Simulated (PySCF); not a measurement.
Saddle point of SiHCl$_{3}$, closed shell (SiCl₂ + HCl → SiHCl₃ ([Cl][SiH]([Cl])[Cl]); bonds formed: Si1–H4, Si1–Cl5; bonds broken: H4–Cl5), PBE0-D4/def2-TZVP structure:

```tsv
atom	x (Å)	y (Å)	z (Å)
Si1	-0.2269	-0.2131	-0.5772
Cl2	1.6784	-0.7916	-1.0284
Cl3	-1.0980	-1.7640	0.4246
H4	-0.5262	1.3345	-0.1119
Cl5	0.1727	1.4343	1.2927
```

Energies are electronic, without zero-point energy. Barriers and step energies count from the start structure reached by relaxing down the imaginary mode; all methods use the PBE0-D4 structures, on which another method's saddle can fall below an end. Computed with PySCF 2.14 with density fitting (its default auxiliary sets; JK sets also for MP2 and CCSD(T)) (basis: def2-TZVPP, with def2-QZVPP for the basis limit); correlated methods freeze the cores. B3LYP uses VWN-RPA correlation. Extrapolation: Hartree–Fock as exp(−7.88 √X), correlation as X^−2.97.

```
   method  barrier (kJ/mol)  step energy (kJ/mol)
    SPW92              20.0                -223.8
   PBE-D4                 ?                -210.5
r2SCAN-D4              39.4                -241.2
  PBE0-D4              53.9                -231.5
 B3LYP-D4              64.9                -215.3
 BHLYP-D4                 ?                -237.3
  wB97M-V                 ?                -221.8
       HF             129.6                -248.1
      MP2              67.1                -246.4
     CCSD              90.4                -231.9
  CCSD(T)              77.6                -229.4
```

Q: Fill in the withheld barriers. (An estimate is asked for; the value comes from the calculation.)

A: Computed: BHLYP-D4 84.4; PBE-D4 38.4; wB97M-V 81.2 kJ/mol. Each is the energy of the saddle less that of the start structure, by the same method.

For comparison, the barrier by CCSD(T) at an estimated basis limit (MP2 extrapolated from triple and quadruple zeta, plus CCSD(T) − MP2 in triple zeta) is 71.2 kJ/mol.

T1 diagnostic: at most 0.014. The restricted Hartree–Fock reference is unstable towards an unrestricted one at one or more of these structures. The start structure is not quite a true minimum (one mode of 49i cm⁻¹).

Losses and insertions of silylenes and their heavier kin drive the gas-phase chemistry of silicon and germanium vapour deposition.

Labels in which every atom is bracketed show which atoms are joined, not bond orders.

For scale, one of the runs: CCSD(T)/def2-TZVPP, 182 basis functions, launched by `OMP_NUM_THREADS=4 python run.py`. The run took 6.6 min on 4 CPU threads of an Arm Neoverse N1 (shared host), with 1.8 GiB of host memory at its peak.
